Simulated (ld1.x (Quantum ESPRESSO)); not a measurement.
## Pd (Z = 46): one change to an RRKJ potential, before and after

Pd, norm-conserving RRKJ (Kleinman–Bylander form), made with ld1.x (Quantum ESPRESSO) 7.5 (revPBE, fully relativistic). Core [Kr], reference 4d10 5s0 5p0. Waves: 5p (bound, empty): rc 3.95 bohr; 4d (bound): rc 1.90 bohr; 5s (bound, empty): rc 2.00 bohr. Local part: the s channel. Core correction: a·sin(br)/r model core, default radius (core density twice the valence density).

Open shells are filled in proportion to 2j + 1 (rel_dist='average').

All-electron outer shells of the reference configuration (revPBE, scalar-relativistic, ld1.x):

```csv
shell,level (eV),outermost node (bohr),outermost maximum (bohr)
4s,-85.23,0.45,0.85
4p,-51.11,0.46,0.91
4d,-3.96,0.45,1.10
5s,-3.20,1.15,2.67
5p,-0.33,1.32,4.87
```

Change: all radii but the core radius scaled by about 1.16 (s 2.32, p 4.56, d 2.20 bohr).

Cutoffs: the cutoffs (Ry, on a coarse ladder) from which the occupation-weighted sum of valence levels, in a spherical-Bessel basis at the reference potential, stays within 10 and 1 mRy of its value at 400 Ry; they do not see the model core or the augmentation charge, which bear on the density cutoff. Errors are all-electron minus pseudo energies relative to the spin-unpolarised reference configuration.

Predict the effect on cutoff, ghosts and configuration errors.

The potential gets softer (45 Ry and 50 Ry → 35 Ry and 50 Ry); of the 7 tests that both files solve, the error grows in 0 and shrinks in 3 by more than 15 % and 0.3 meV (median size 328.4 → 297.6 meV); neither file shows a bound ghost. A larger radius leaves more room for a smooth pseudo-wave, so fewer plane waves are needed. That the errors move this way runs against the usual rule that smaller radii transfer better.

```tsv
quantity	base	changed
cutoff, loose	45 Ry	35 Ry
cutoff, tight	50 Ry	50 Ry
bound ghosts	none	none
error for 4d9 5s0 5p0, meV [ΔE 9.03 eV]	-64	-66
error for 4d8 5s0 5p0, meV [ΔE 29.76 eV]	-401	-373
error for 4d7 5s0 5p0, meV [ΔE 64.03 eV]	-1195	-1012
error for 4d8 5s1 5p0, meV [ΔE 13.62 eV]	-328	-298
error for 4d9 5s0 5p1, meV [ΔE 5.24 eV]	-78	-59
error for 4d9.5 5s0 5p0, meV [ΔE 3.19 eV]	-12	-12
error for 4d6 5s0 5p0, meV [ΔE 113.31 eV]	-2541	-1941
```
